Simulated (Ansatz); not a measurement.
Ligand exchange: C3H6O2 + Si(NH2)2(SiH3)2 → C2H6O2Si + Si(CH3)(NH2)2(SiH3)

Species: C3H6O2 (methyl acetate) `COC(C)=O`, singlet; Si(NH2)2(SiH3)2, singlet; C2H6O2Si `CC(=O)O[SiH3]`, singlet; Si(CH3)(NH2)2(SiH3), singlet. The partners trade CH3 for SiH3: O–CH3 and Si–SiH3 bonds give way to O–SiH3 and Si–CH3.

Shapes, held fixed at every level: PBE0-D4/def2-TZVP. Flexible molecules stand in one conformer, not always the lowest. Programs: Ansatz 0.2.0. Electronic energies: no zero-point or thermal term.

Task: Estimate ΔE of this reaction.

Result: The highest level, CCSD(T)/CBS estimate, gives ΔE = -174.7 kJ/mol; the levels span -185.7 to -165.7. The column of differences is taken from that level and isn't an error. No measured value is set beside it here. The CBS estimate extrapolates MP2 from def2-TZVPP and def2-QZVPP and adds CCSD(T) − MP2 in the triple-zeta set, cores frozen.

```tsv
level	kind	ΔE (kJ/mol)	less CCSD(T)/CBS estimate
HF/def2-TZVPP	Hartree–Fock	-183.3	-8.6
r2SCAN-D4/def2-TZVPP	meta-GGA	-166.4	+8.3
B3LYP-D4/def2-TZVPP	global hybrid	-165.7	+9.0
wB97M-V/def2-TZVPP	range-separated hybrid	-177.4	-2.7
B2PLYP/def2-TZVPP	double hybrid	-174.0	+0.7
MP2/def2-TZVPP	perturbation theory	-185.7	-11.0
CCSD(T)/CBS estimate	coupled cluster or CI	-174.7	0.0
```
